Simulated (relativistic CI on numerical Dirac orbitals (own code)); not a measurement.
**Radial parameters of W²²⁺**

These numbers are calculated, not measured: Dirac-Coulomb-Breit CI, separate exchange-only KLI orbitals for each configuration, a model potential for QED, unscaled Slater integrals (own radial code, finite nucleus).

Slater integrals F^k, G^k are unscaled and averaged over j, outside the closed core [Ar] 3d10 4p6 4d10; ζ comes from projecting the Hamiltonian with its Breit term on Σ l·s of the shell.

- 4s²4f⁶: F^2(4f,4f) = 217140, F^4(4f,4f) = 140530, F^6(4f,4f) = 102430, ζ(4f) = 6880.5 cm⁻¹; <r>(4f) = 0.4748, <r^2>(4f) = 0.2612 (bohr units).
- 4s²4f⁵5s: F^2(4f,4f) = 219820, F^4(4f,4f) = 142370, F^6(4f,4f) = 103810, ζ(4f) = 7081.1, G^3(4f,5s) = 33463 cm⁻¹; <r>(4f) = 0.4699, <r^2>(4f) = 0.2557, <r>(5s) = 0.8395, <r^2>(5s) = 0.7847 (bohr units).
- 4s²4f⁴5s²: F^2(4f,4f) = 222760, F^4(4f,4f) = 144400, F^6(4f,4f) = 105330, ζ(4f) = 7284.4 cm⁻¹; <r>(4f) = 0.4647, <r^2>(4f) = 0.2498 (bohr units).

Averages of the first 6 configurations, taken without configuration mixing, which lowers the lowest level and can move excited configurations by several eV; other configurations of the list can lie among them:

```
Configuration  Parity  States  Average energy above the lowest level (eV)
       4s²4f⁶    even    3003                                        21.7
     4s²4f⁵5s     odd    4004                                        87.9
    4s²4f⁴5s²    even    1001                                       163.2
     4s²4f⁵6s     odd    4004                                       314.4
        4s4f⁷     odd    6864                                       603.4
          4f⁸    even    3003                                      1187.6
```
